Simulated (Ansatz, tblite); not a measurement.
Removing an electron: (NMe2)3Si-S-SiH3 (C₆H₂₁N₃SSi₂). Charge 0, multiplicity 1. Geometry: r2SCAN-D4/def2-SVP. Ansatz, gas phase; energy differences of separate SCF runs; the oxidised species was run as a doublet alone.

Cartesian coordinates in Å:
```
Si 0.390 0.206 0.054
N -0.590 1.580 -0.333
C -1.025 2.614 0.580
C -1.225 1.645 -1.634
N 1.396 -0.264 -1.268
C 2.593 0.476 -1.610
C 1.083 -1.329 -2.194
N -0.584 -1.156 0.515
C -0.012 -2.473 0.713
C -2.023 -1.108 0.656
S 1.704 0.786 1.699
Si 0.447 0.087 3.292
H -2.093 2.509 0.868
H -0.417 2.597 1.496
H -0.908 3.614 0.120
H -0.792 0.894 -2.312
H -2.321 1.469 -1.583
H -1.074 2.640 -2.098
H 2.507 0.960 -2.604
H 3.484 -0.183 -1.636
H 2.789 1.267 -0.870
H 1.866 -2.116 -2.201
H 0.127 -1.803 -1.929
H 0.994 -0.951 -3.233
H 1.088 -2.425 0.670
H -0.351 -3.194 -0.060
H -0.293 -2.891 1.698
H -2.342 -1.446 1.662
H -2.532 -1.756 -0.086
H -2.386 -0.079 0.515
H 0.427 -1.400 3.413
H -0.957 0.582 3.156
H 1.031 0.650 4.545
```

The xTB rows come from tblite. HSE06 is defined as in plane-wave codes, on full-range PBE exchange. Single mean-field runs in def2-TZVP are fitted with def2-universal-jkfit. HOMO above LUMO, or a gap near zero within one spin, warns that the state may not be the lowest or that an electron is smeared out.

(1) Estimate orbital energies and vertical ionisation energies at: GFN1-xTB; GFN2-xTB; PBE-D4/def2-TZVP; PBE0-D4/def2-TZVP; HSE06-D4/def2-TZVP.

Results:

(1) 
```
             level  −HOMO (eV)  vertical IE (eV)  −LUMO (eV)  HOMO–LUMO gap (eV)                                     remarks
          GFN1-xTB       10.00             12.28        4.97                5.03                                           –
          GFN2-xTB        9.55             11.79        5.10                4.45                                           –
  PBE-D4/def2-TZVP        4.92              7.22        0.50                4.42  gap within one spin near zero (+1 doublet)
 PBE0-D4/def2-TZVP        6.20              7.69       -0.36                6.56                                           –
HSE06-D4/def2-TZVP        5.80              7.66        0.01                5.79                                           –
```

Relaxing the oxidised species (r2SCAN-D4/def2-SVP) changes its energy by -0.34 eV at PBE-D4/def2-TZVP, so the adiabatic ionisation energy to this nearest minimum is 6.87 eV. At PBE0-D4/def2-TZVP it is 7.17 eV.    Raw xTB energy differences between charge states are shifted by several eV; the methods need an empirical correction for them.
